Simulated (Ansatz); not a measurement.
Computed with Ansatz.

C2H10N2Si, SMILES `CN[SiH2]CN` at its PBE0-D4/def2-TZVP geometry, where that method's forces vanish. Total charge 0; spin multiplicity 1.

```tsv
atom	x (Å)	y (Å)	z (Å)
C1	-0.922	0.199	-1.839
N2	-0.609	-0.842	-0.882
Si3	0.843	-0.905	0.038
C4	0.698	0.102	1.622
N5	0.045	1.369	1.295
H6	-0.657	-0.071	-2.870
H7	-1.987	0.455	-1.821
H8	-0.369	1.106	-1.587
H9	-1.104	-1.704	-1.042
H10	1.983	-0.358	-0.752
H11	1.094	-2.337	0.371
H12	1.714	0.305	1.980
H13	0.196	-0.480	2.411
H14	-0.027	1.969	2.107
H15	-0.897	1.193	0.969
```

Task: For each bond, give half the difference of the two atoms' forces along it (eV/Å; positive pushes the atoms apart) under PBE-D4, r2SCAN-D4, B3LYP-D4, ωB97M-V in def2-TZVPP. (An estimate is asked.)

Result: The calculation gave: 
```tsv
bond	length (Å)	PBE-D4	r2SCAN-D4	B3LYP-D4	ωB97M-V
C1–N2	1.448	0.06	0.23	0.27	0.30
C1–H6	1.097	0.10	-0.04	-0.08	-0.12
C1–H7	1.095	0.09	-0.05	-0.09	-0.12
C1–H8	1.092	0.10	-0.05	-0.09	-0.09
N2–Si3	1.720	0.09	-0.05	0.03	0.03
N2–H9	1.006	0.19	-0.01	-0.06	-0.09
Si3–C4	1.883	-0.02	-0.02	0.04	-0.04
Si3–H10	1.492	0.04	-0.02	-0.10	-0.12
Si3–H11	1.491	0.03	-0.04	-0.13	-0.13
C4–N5	1.462	0.11	0.24	0.28	0.30
C4–H12	1.096	0.10	-0.04	-0.11	-0.11
C4–H13	1.102	0.09	-0.03	-0.08	-0.12
N5–H14	1.012	0.24	0.00	-0.06	-0.08
N5–H15	1.013	0.24	0.00	-0.06	-0.07
```

B3LYP here is the variant with VWN-RPA as its local correlation; programs differ in this.
